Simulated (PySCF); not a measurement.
Zr(Cl)2(OH) (Cl2HOZr), SMILES [Cl][Zr+]([OH])[Cl], charge +1, multiplicity 1.

Geometry optimised at PBE-D3(BJ)/def2-SVP. The spin state was assumed, not searched. The isomer is the one that the SMILES or the coordinates give; other isomers of the formula were not compared. The def2 effective core potentials stand for the cores of Zr; spin–orbit coupling is left out. One conformer was computed; it need not be the lowest.

Level of theory: PBE-D3(BJ)/def2-SVP in PySCF.

Frequencies are harmonic and unscaled.

```json
[
 {"mode": "1", "ν (cm⁻¹)": "101", "IR (km/mol)": "3.0", "moving atoms (share of kinetic energy)": "Cl 68 %, Zr 26 %"},
 {"mode": "2", "ν (cm⁻¹)": "127", "IR (km/mol)": "3.2", "moving atoms (share of kinetic energy)": "O 36 %, Cl 36 %, Zr 21 %"},
 {"mode": "3", "ν (cm⁻¹)": "156", "IR (km/mol)": "1.4", "moving atoms (share of kinetic energy)": "O 57 %, Cl 23 %, H 12 %"},
 {"mode": "4", "ν (cm⁻¹)": "381", "IR (km/mol)": "185.0", "moving atoms (share of kinetic energy)": "H 84 %, O 15 %"},
 {"mode": "5", "ν (cm⁻¹)": "431", "IR (km/mol)": "18.8", "moving atoms (share of kinetic energy)": "Cl 77 %, Zr 21 %"},
 {"mode": "6", "ν (cm⁻¹)": "453", "IR (km/mol)": "105.5", "moving atoms (share of kinetic energy)": "Cl 63 %, Zr 36 %"},
 {"mode": "7", "ν (cm⁻¹)": "510", "IR (km/mol)": "210.2", "moving atoms (share of kinetic energy)": "H 83 %, O 15 %"},
 {"mode": "8", "ν (cm⁻¹)": "804", "IR (km/mol)": "102.6", "moving atoms (share of kinetic energy)": "O 78 %, Zr 16 %"},
 {"mode": "9", "ν (cm⁻¹)": "3716", "IR (km/mol)": "637.0", "moving atoms (share of kinetic energy)": "H 94 %"}
]
```
